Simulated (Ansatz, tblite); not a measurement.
Forces on GeCl₄ at its PBE-D4/def2-SVP geometry. The state is a singlet with charge 0.

The xTB rows come from tblite. Another isomer (singlet) lies 3.59 eV lower at PBE0-D4/def2-TZVP; other spin states weren't run for this one.

GFN1-xTB (tblite), largest force 1.37 eV/Å:

```xyz
5
positions Å, forces eV/Å
Ge   -0.284   -1.445    0.307   -0.262    1.014    0.199
Cl    2.223    1.507   -1.409   -0.846   -0.252    1.049
Cl    0.881    0.994    0.178    0.541   -0.352   -1.048
Cl   -1.951   -1.069   -1.092    0.404   -0.013    0.398
Cl   -0.868    0.013    2.016    0.163   -0.397   -0.598
```

GFN2-xTB (tblite), largest force 1.12 eV/Å:

```
Ge -0.452 0.461 0.080
Cl -0.609 -0.193 0.763
Cl 0.654 0.142 -0.892
Cl 0.381 -0.053 0.342
Cl 0.027 -0.357 -0.292
```

PBE-D4/def2-TZVP (Ansatz), largest force 0.78 eV/Å:

```
Ge -0.048 0.161 0.025
Cl -0.491 -0.187 0.582
Cl 0.409 0.081 -0.540
Cl 0.068 -0.006 0.063
Cl 0.061 -0.049 -0.129
```
